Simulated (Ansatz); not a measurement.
`O[SiH2]SBF`, charge 0, multiplicity 1.

Give a relaxed structure at PBE0-D4/def2-TZVP (the Gaussian-basis code of Ansatz). (Estimate.)

Ansatz gave: 
Z-matrix (Å, degrees):
```
Si
S 1 2.149
O 1 1.639 2 112.7
H 1 1.483 2 103.8 3 -121.7
H 1 1.476 2 110.5 3 117.8
B 2 1.803 1 97.7 3 -72.3
H 3 0.959 1 118.2 2 -56.5
F 6 1.321 2 118.2 1 177.6
H 6 1.196 2 122.9 1 -3.0
```
This is one stationary point; other conformers may exist.
